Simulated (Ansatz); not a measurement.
`[O]=[W]([OH])([Cl])([Cl])[Cl]` + H–F → `[O]=[W]([OH])([F])([Cl])[Cl]` + HCl  (ligand exchange at a W–Cl bond)

Program: Ansatz. Geometries: PBE0-D4/def2-TZVP. ΔE: electronic, gas phase. CCSD(T)/CBS is the MP2 limit (def2-TZVPP, def2-QZVPP) plus CCSD(T) − MP2 in def2-TZVPP, frozen cores. This one scheme is used for every species. Elements past krypton have def2 core potentials. For W outer-core shells are correlated without core-valence functions, which leaves a few kJ/mol of doubt a bond. One conformer a species, not always the lowest.

```json
{"level": "HF/def2-SVP", "ΔE (kJ/mol)": "-35.4"}
{"level": "HF/CBS(def2)", "ΔE (kJ/mol)": "-34.7"}
```

Task: What does CCSD(T)/CBS give? (An estimate is asked.)

Result: The calculation gave: -7.0 kJ/mol. The listed levels differ from it by -28.4, -27.7 kJ/mol.

Largest T1 diagnostic among the species: 0.021, so the coupled-cluster value is less sure than usual.

Leaving LDA and LC-ωPBE aside and taking each functional with its dispersion term where it has one, the values, not all of them listed here, spread over 22.0 kJ/mol, from CAM-B3LYP-D4 to PBE-QIDH. LDA lies +3.0 kJ/mol from PBE without D4. From r2SCAN to r2SCAN0 (25 % exact exchange), in def2-TZVPP and without D4, ΔE moves by +4.6 kJ/mol.

CCSD(T)/CBS has its own doubt, a few kJ/mol and more with outer-core shells, so smaller differences from it don't rank the levels.
